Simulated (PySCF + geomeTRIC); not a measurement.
Species: H$_{3}$BrOSi, SMILES `O[SiH2]Br` (H–O–Si–Br torsion 59°) (charge 0, multiplicity 1).

Problem. Give a relaxed geometry from PySCF + geomeTRIC with PBE0-D4/def2-TZVP.

Solution. Several could match; the one computed here: the end point of this relaxation, one of several conformers (outside a Z-matrix the atoms follow the SMILES, hydrogens last).
Z-matrix (Å, degrees):
```
Si
O 1 1.6330
H 2 0.9586 1 118.50
H 1 1.4743 2 106.31 3 176.67
H 1 1.4809 4 112.64 2 -123.39
Br 1 2.2232 4 108.56 5 -116.75
```
